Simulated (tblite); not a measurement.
Record of a relaxation.

Species: C₂H₁₁NO₃Si₃.
Numbering: `[SiH3:1][O:2][SiH2:3][NH:4][SiH:5]1[O:6][CH2:7][CH2:8][O:9]1` (hydrogens: H10, H11, H12 on Si1; H13, H14 on Si3; H15 on N4; H16 on Si5; H17, H18 on C7; H19, H20 on C8)

Computed with GFN2-xTB (tblite), gas phase: L-BFGS steps from a force-field or distance-geometry start until the largest atomic force falls under 0.01 eV/Å. 9 of its 154 geometries are shown.

Step 0: E = -827.4294 eV, largest atomic force 3.762 eV/Å
```
atom  x, y, z in Å  |  force x, y, z in eV/Å
Si1     4.301    0.370   -0.811   -1.039   0.554   0.343
O2      2.916    1.012   -0.005    0.232  -2.196  -1.161
Si3     1.541    0.013   -0.249    0.440   0.873   0.438
N4      0.521   -0.057    1.201   -0.145   1.938   0.132
Si5    -1.193    0.282    0.920    0.656  -1.557  -0.566
O6     -2.184   -1.112    1.154    2.198   1.931   0.120
C7     -3.201   -0.879    0.282   -2.572  -2.296   1.210
C8     -2.858    0.040   -0.793   -1.204   1.201  -3.356
O9     -1.566    0.483   -0.745    0.797   0.151   2.714
H10     4.802   -0.829   -0.120   -0.112   0.273   0.056
H11     5.327    1.404   -0.938   -0.307   0.044   0.208
H12     3.833   -0.070   -2.147    0.224   0.205   0.252
H13     0.783    0.628   -1.343    0.373  -0.028   0.059
H14     2.061   -1.318   -0.622   -0.425   0.109   0.336
H15     0.874    0.633    1.925   -0.573  -1.374  -1.097
H16    -1.746    1.347    1.764    0.134  -0.041  -0.193
H17    -3.535   -1.857   -0.139    0.196   0.224   0.250
H18    -4.089   -0.495    0.842    0.361  -0.106  -0.096
H19    -3.608    0.876   -0.801    0.695  -0.149  -0.004
H20    -2.984   -0.459   -1.787    0.070   0.245   0.354
```

Step 19: E = -828.8325 eV, largest atomic force 0.275 eV/Å
```
atom  x, y, z in Å  |  force x, y, z in eV/Å
Si1     4.357    0.337   -0.827    0.038  -0.127   0.006
O2      2.910    0.493   -0.128   -0.025  -0.097   0.125
Si3     1.407   -0.047   -0.391   -0.056  -0.072  -0.158
N4      0.492    0.389    0.999   -0.112  -0.062  -0.243
Si5    -1.213    0.415    0.972   -0.037   0.187   0.145
O6     -2.109   -0.948    1.192    0.093   0.018  -0.100
C7     -3.199   -0.946    0.316    0.081   0.091  -0.005
C8     -2.897    0.042   -0.841   -0.017   0.107   0.128
O9     -1.699    0.700   -0.564    0.052  -0.079   0.089
H10     5.000   -0.773   -0.133    0.126  -0.013   0.034
H11     4.966    1.638   -0.635    0.115   0.122   0.048
H12     4.207    0.001   -2.240    0.008   0.015  -0.054
H13     1.023    0.673   -1.601   -0.195  -0.129   0.099
H14     1.406   -1.515   -0.485    0.079   0.069  -0.172
H15     0.942    0.341    1.890   -0.014   0.090   0.153
H16    -1.639    1.434    1.942   -0.025  -0.096  -0.125
H17    -3.377   -1.956   -0.062    0.060  -0.004   0.135
H18    -4.075   -0.594    0.869   -0.072  -0.123  -0.022
H19    -3.680    0.799   -0.881   -0.209   0.012  -0.166
H20    -2.831   -0.471   -1.806    0.112   0.092   0.083
```

Step 38: E = -828.9795 eV, largest atomic force 0.080 eV/Å
```
atom  x, y, z in Å  |  force x, y, z in eV/Å
Si1     4.399    0.294   -0.773   -0.036  -0.003   0.029
O2      2.892    0.086   -0.223   -0.010   0.012   0.021
Si3     1.315   -0.180   -0.499    0.021   0.016   0.000
N4      0.464    0.398    0.887    0.012  -0.013  -0.015
Si5    -1.236    0.573    1.005    0.004  -0.057  -0.056
O6     -2.048   -0.838    1.213    0.002  -0.001   0.028
C7     -3.132   -0.942    0.340    0.002   0.007   0.004
C8     -2.931    0.080   -0.804   -0.013   0.000   0.002
O9     -1.927    0.972   -0.422    0.022   0.031  -0.044
H10     5.229   -0.697   -0.091   -0.043  -0.039  -0.003
H11     4.795    1.651   -0.407   -0.024   0.045  -0.006
H12     4.403    0.099   -2.224    0.015  -0.004   0.025
H13     0.903    0.621   -1.647   -0.010  -0.049  -0.021
H14     1.200   -1.631   -0.687   -0.036   0.020  -0.035
H15     0.957    0.433    1.761    0.039   0.038  -0.015
H16    -1.575    1.552    2.023   -0.006   0.013   0.053
H17    -3.178   -1.968   -0.035   -0.049   0.039   0.013
H18    -4.054   -0.709    0.887    0.043  -0.064   0.003
H19    -3.853    0.640   -0.990    0.047  -0.021  -0.009
H20    -2.626   -0.422   -1.729    0.019   0.031   0.028
```

Step 57: E = -829.0003 eV, largest atomic force 0.054 eV/Å
```
atom  x, y, z in Å  |  force x, y, z in eV/Å
Si1     4.348    0.285   -0.715   -0.022  -0.031   0.002
O2      2.826   -0.044   -0.284    0.028   0.006  -0.046
Si3     1.245   -0.224   -0.591    0.034   0.033   0.017
N4      0.474    0.420    0.810    0.010   0.008   0.009
Si5    -1.215    0.590    1.035   -0.002  -0.030  -0.039
O6     -1.992   -0.843    1.213    0.039  -0.030   0.002
C7     -3.083   -0.946    0.349   -0.019  -0.012   0.044
C8     -2.895    0.091   -0.779   -0.030  -0.001  -0.004
O9     -1.982    1.050   -0.336    0.013   0.012  -0.047
H10     5.155   -0.696    0.006    0.013  -0.012  -0.001
H11     4.631    1.654   -0.288   -0.001   0.015  -0.008
H12     4.473    0.137   -2.166    0.007   0.003   0.029
H13     0.893    0.560   -1.773   -0.024  -0.006   0.016
H14     1.038   -1.662   -0.783   -0.022   0.007   0.019
H15     1.050    0.617    1.609   -0.005   0.001  -0.024
H16    -1.503    1.523    2.108   -0.018   0.005   0.039
H17    -3.137   -1.967   -0.035    0.016   0.005  -0.030
H18    -3.997   -0.732    0.912   -0.036   0.020   0.010
H19    -3.840    0.586   -1.023    0.015  -0.016  -0.009
H20    -2.496   -0.387   -1.682    0.003   0.021   0.020
```

Step 76: E = -829.0052 eV, largest atomic force 0.019 eV/Å
```
atom  x, y, z in Å  |  force x, y, z in eV/Å
Si1     4.345    0.271   -0.701    0.006   0.000  -0.001
O2      2.811   -0.103   -0.364    0.003   0.011  -0.006
Si3     1.216   -0.221   -0.614    0.006  -0.007  -0.010
N4      0.483    0.469    0.786    0.008  -0.005  -0.001
Si5    -1.206    0.587    1.038    0.002   0.011  -0.002
O6     -1.945   -0.871    1.181    0.002   0.003   0.013
C7     -3.064   -0.949    0.350    0.008  -0.011   0.002
C8     -2.886    0.092   -0.772   -0.004   0.002   0.002
O9     -1.998    1.068   -0.313   -0.011   0.002   0.005
H10     5.138   -0.699    0.050   -0.006  -0.002   0.000
H11     4.577    1.643   -0.253    0.001   0.006   0.003
H12     4.551    0.147   -2.144   -0.003  -0.009   0.004
H13     0.850    0.551   -1.800    0.002   0.002   0.003
H14     0.953   -1.654   -0.762   -0.001  -0.007   0.003
H15     1.071    0.704    1.564    0.005   0.002   0.003
H16    -1.502    1.473    2.150   -0.013  -0.005  -0.003
H17    -3.143   -1.964   -0.045   -0.002  -0.015  -0.011
H18    -3.961   -0.724    0.938    0.009   0.010   0.003
H19    -3.836    0.566   -1.032   -0.012   0.008  -0.003
H20    -2.460   -0.375   -1.667   -0.001   0.005  -0.004
```

Step 96: E = -829.0066 eV, largest atomic force 0.035 eV/Å
```
atom  x, y, z in Å  |  force x, y, z in eV/Å
Si1     4.363    0.267   -0.702    0.022   0.003   0.002
O2      2.811   -0.018   -0.363    0.005   0.001  -0.010
Si3     1.224   -0.211   -0.611   -0.010  -0.012   0.007
N4      0.475    0.473    0.784    0.016   0.022   0.022
Si5    -1.214    0.580    1.034    0.005   0.011   0.003
O6     -1.927   -0.893    1.150   -0.002  -0.002   0.005
C7     -3.064   -0.958    0.341    0.006  -0.002   0.003
C8     -2.908    0.102   -0.767    0.001  -0.002   0.003
O9     -2.023    1.077   -0.301    0.006   0.007   0.001
H10     5.119   -0.715    0.072   -0.014  -0.002   0.001
H11     4.652    1.639   -0.283   -0.009  -0.004  -0.002
H12     4.572    0.096   -2.140   -0.008  -0.006   0.000
H13     0.828    0.531   -1.808    0.010  -0.003   0.003
H14     1.001   -1.654   -0.733    0.012   0.013  -0.004
H15     1.061    0.725    1.558   -0.014   0.003  -0.016
H16    -1.527    1.449    2.157    0.013  -0.023  -0.010
H17    -3.151   -1.966   -0.072   -0.006  -0.005   0.013
H18    -3.944   -0.740    0.955   -0.017  -0.007  -0.024
H19    -3.863    0.573   -1.009   -0.027   0.008   0.010
H20    -2.490   -0.347   -1.673    0.012  -0.002  -0.007
```

Step 115: E = -829.0091 eV, largest atomic force 0.015 eV/Å
```
atom  x, y, z in Å  |  force x, y, z in eV/Å
Si1     4.391    0.250   -0.700    0.005  -0.003   0.003
O2      2.811    0.160   -0.385    0.002  -0.004  -0.002
Si3     1.245   -0.177   -0.611   -0.004  -0.005   0.004
N4      0.462    0.506    0.765    0.000   0.006   0.006
Si5    -1.226    0.559    1.031    0.002   0.000   0.007
O6     -1.903   -0.934    1.094   -0.006   0.001  -0.004
C7     -3.062   -0.982    0.318   -0.002  -0.005  -0.006
C8     -2.954    0.126   -0.749    0.004   0.001   0.005
O9     -2.072    1.096   -0.266    0.008  -0.006   0.011
H10     5.040   -0.753    0.143   -0.001   0.005  -0.004
H11     4.782    1.613   -0.347    0.008  -0.002  -0.004
H12     4.609   -0.030   -2.120   -0.005   0.000   0.005
H13     0.805    0.483   -1.839    0.001   0.001   0.002
H14     1.120   -1.636   -0.672   -0.010   0.009   0.002
H15     1.039    0.836    1.517    0.008   0.003  -0.006
H16    -1.536    1.356    2.207   -0.004   0.007  -0.013
H17    -3.151   -1.973   -0.131    0.002  -0.009  -0.002
H18    -3.929   -0.799    0.963    0.000  -0.006  -0.004
H19    -3.925    0.588   -0.945    0.000  -0.003   0.001
H20    -2.551   -0.279   -1.684   -0.006   0.010   0.001
```

Step 134: E = -829.0110 eV, largest atomic force 0.022 eV/Å
```
atom  x, y, z in Å  |  force x, y, z in eV/Å
Si1     4.392    0.218   -0.692    0.009  -0.014  -0.001
O2      2.804    0.200   -0.406   -0.008  -0.003   0.003
Si3     1.239   -0.156   -0.610   -0.012  -0.003   0.004
N4      0.459    0.530    0.766    0.002   0.022  -0.001
Si5    -1.229    0.561    1.042    0.003  -0.001  -0.011
O6     -1.875   -0.945    1.075    0.001   0.005  -0.011
C7     -3.028   -1.013    0.291   -0.001  -0.001  -0.001
C8     -2.975    0.144   -0.729    0.000  -0.010   0.004
O9     -2.099    1.112   -0.234   -0.003  -0.003   0.002
H10     4.993   -0.775    0.197    0.000   0.002  -0.005
H11     4.830    1.577   -0.383   -0.006   0.011   0.009
H12     4.627   -0.115   -2.096   -0.012  -0.011   0.001
H13     0.804    0.475   -1.857   -0.001   0.007   0.005
H14     1.096   -1.613   -0.637    0.012  -0.002  -0.001
H15     1.031    0.986    1.453    0.003  -0.006   0.000
H16    -1.543    1.330    2.235    0.000   0.007   0.002
H17    -3.064   -1.988   -0.200   -0.005   0.007  -0.008
H18    -3.905   -0.904    0.938    0.011  -0.009   0.004
H19    -3.962    0.593   -0.871    0.011  -0.005  -0.001
H20    -2.598   -0.208   -1.695   -0.003   0.006   0.005
```

Step 153: E = -829.0127 eV, largest atomic force 0.009 eV/Å
```
atom  x, y, z in Å  |  force x, y, z in eV/Å
Si1     4.387    0.181   -0.684   -0.002  -0.002   0.001
O2      2.800    0.238   -0.393    0.004  -0.004  -0.002
Si3     1.237   -0.127   -0.600    0.002   0.008   0.003
N4      0.452    0.604    0.749   -0.006   0.000   0.001
Si5    -1.233    0.580    1.039   -0.003  -0.004   0.002
O6     -1.825   -0.949    1.035    0.000   0.005  -0.004
C7     -2.981   -1.043    0.259   -0.001   0.000   0.001
C8     -3.004    0.160   -0.710   -0.002  -0.003   0.000
O9     -2.136    1.133   -0.212   -0.003   0.002   0.000
H10     4.962   -0.798    0.238   -0.005  -0.001  -0.002
H11     4.867    1.536   -0.424    0.004   0.006  -0.004
H12     4.597   -0.220   -2.075   -0.001   0.000   0.001
H13     0.804    0.474   -1.863    0.005  -0.001   0.002
H14     1.102   -1.583   -0.592   -0.002  -0.007  -0.002
H15     1.019    1.075    1.429   -0.002   0.001   0.001
H16    -1.558    1.312    2.251   -0.001  -0.001   0.002
H17    -2.971   -1.995   -0.278    0.001   0.003  -0.002
H18    -3.855   -1.014    0.918    0.004   0.001   0.000
H19    -4.009    0.583   -0.790    0.007  -0.002  -0.001
H20    -2.661   -0.137   -1.707    0.002  -0.002   0.004
```

Problem. Summarise the path.

Solution. The energy falls by 152.77 kJ/mol from step 0 to step 153; nine tenths of that is first reached at step 20. It never rises by more than 0.2 meV. The largest force goes from 3.762 to 0.009 eV/Å. Among the bonds Si1–O2 changes most, from 1.727 to 1.614 Å; the atoms move by 0.614 Å rms after alignment.

Problem. Follow the three bonds and two angles with the largest change from start to end.

Solution. 
```tsv
step	E above end (kJ/mol)	largest force (eV/Å)	Si1–O2 (Å)	O2–Si3 (Å)	C7–C8 (Å)	Si1–O2–Si3 (°)	Si5–O9–C8 (°)
0	152.77	3.762	1.727	1.717	1.456	111.0	101.6
7	47.08	0.592	1.632	1.632	1.545	121.9	109.9
13	28.36	0.516	1.625	1.625	1.559	127.2	110.3
20	14.91	0.365	1.619	1.622	1.554	138.4	111.2
27	7.32	0.212	1.618	1.624	1.551	144.0	112.4
33	4.34	0.128	1.620	1.623	1.547	148.4	111.9
40	2.93	0.077	1.619	1.622	1.546	150.1	112.6
47	2.13	0.105	1.618	1.621	1.546	150.9	112.6
53	1.51	0.056	1.615	1.620	1.545	151.8	112.2
60	1.09	0.043	1.614	1.619	1.544	153.5	112.1
67	0.88	0.036	1.614	1.618	1.542	155.9	112.0
73	0.76	0.024	1.615	1.619	1.542	156.8	112.0
80	0.70	0.018	1.614	1.618	1.542	157.6	111.9
86	0.68	0.012	1.614	1.618	1.542	157.9	111.9
93	0.63	0.027	1.614	1.618	1.542	158.7	111.9
100	0.49	0.030	1.614	1.618	1.541	159.6	111.8
106	0.44	0.048	1.616	1.619	1.542	158.2	111.8
113	0.36	0.021	1.614	1.618	1.541	158.8	111.9
120	0.31	0.025	1.614	1.618	1.541	158.8	111.8
126	0.26	0.021	1.614	1.618	1.542	159.2	111.9
133	0.18	0.022	1.614	1.618	1.543	159.0	112.1
140	0.10	0.042	1.615	1.619	1.544	158.4	112.2
146	0.03	0.019	1.614	1.619	1.545	157.2	112.2
153	0.00	0.009	1.614	1.618	1.545	156.7	112.3
```

The cost below is that of the whole relaxation. The run took 2.8 s of wall time on one thread of an Arm Neoverse N1, no GPU, shared host.
